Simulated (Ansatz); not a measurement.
Calculated with Ansatz (gas phase, PBE0-D4/def2-TZVP geometries, no zero-point term in ΔE). CBS: MP2 limit from def2 TZ/QZ plus the TZ coupled-cluster correction, frozen cores. This one scheme is used for every species. Functionals use def2-TZVPP. HSE06 is defined as in plane-wave codes. For Br outer-core shells are correlated without core-valence functions, which leaves a few kJ/mol of doubt a bond. Scalar relativity is left out up to krypton. Each species was taken in one conformer, which may not be the lowest.

Consider the formal exchange of groups at the Si–B bond: `OB(F)[SiH2]Br` + `O[SiH3]` → `O[SiH2][SiH2]Br` + `OBF`.

`OB(F)[SiH2]Br`:

Z-matrix (Å, degrees):
```
Si
Br 1 2.245
B 1 2.036 2 105.0
H 1 1.483 2 107.4 3 121.4
H 1 1.483 2 107.4 3 -121.4
F 3 1.327 1 120.2 2 -180.0
O 3 1.342 1 122.3 2 0.0
H 7 0.964 3 112.9 1 -0.0
```

`O[SiH3]`:

Cartesian coordinates in Å:
```
O -0.843 0.354 -0.898
Si 0.114 -0.091 0.368
H -0.440 0.411 -1.765
H 0.697 -1.446 0.167
H -0.765 -0.093 1.559
H 1.238 0.865 0.569
```

`O[SiH2][SiH2]Br`:

```xyz
9

O     1.652   -1.083   -0.330
Si    0.745   -0.289    0.794
Si   -1.255    0.403   -0.225
Br   -0.582    1.116   -2.247
H     1.675   -0.691   -1.207
H     1.430    0.923    1.323
H     0.510   -1.240    1.908
H    -2.242   -0.680   -0.460
H    -1.933    1.542    0.445
```

`OBF`:

Z-matrix (Å, degrees):
```
B
O 1 1.344
F 1 1.332 2 120.3
H 1 1.192 2 120.1 3 -180.0
H 2 0.963 1 113.4 3 -0.0
```

Is it downhill or uphill in electronic energy at CCSD(T)/CBS, and by how much? (An estimate is asked.)

The calculation gave: Downhill: ΔE = -4.1 kcal/mol.

What do these levels give: B97M-V, PBE0-D4, r2SCAN0-D4, HSE06-D4, BHLYP-D4, r2SCANh, r2SCAN0, RPA@PBE/def2-TZVPP, HF/def2-SVP, CCSD/def2-SVP, CCSD(T)/def2-SVP, SCS-MP2/def2-TZVPP? (Best estimate.)

Computed: B97M-V -4.1, PBE0-D4 -4.7, r2SCAN0-D4 -4.3, HSE06-D4 -4.8, BHLYP-D4 -4.6, r2SCANh -4.1, r2SCAN0 -4.2, RPA@PBE/def2-TZVPP -2.8, HF/def2-SVP -3.8, CCSD/def2-SVP -3.3, CCSD(T)/def2-SVP -3.2, SCS-MP2/def2-TZVPP -3.4 kcal/mol.

Largest T1 diagnostic among the species: 0.013.

Leaving LDA and LC-ωPBE aside and taking each functional with its dispersion term where it has one, the values, not all of them listed here, spread over 1.3 kcal/mol, from HSE06-D4 to ωB97M-V. At CCSD(T), def2-SVP lies +0.8 kcal/mol from the extrapolated value and def2-TZVPP +0.5 kcal/mol.
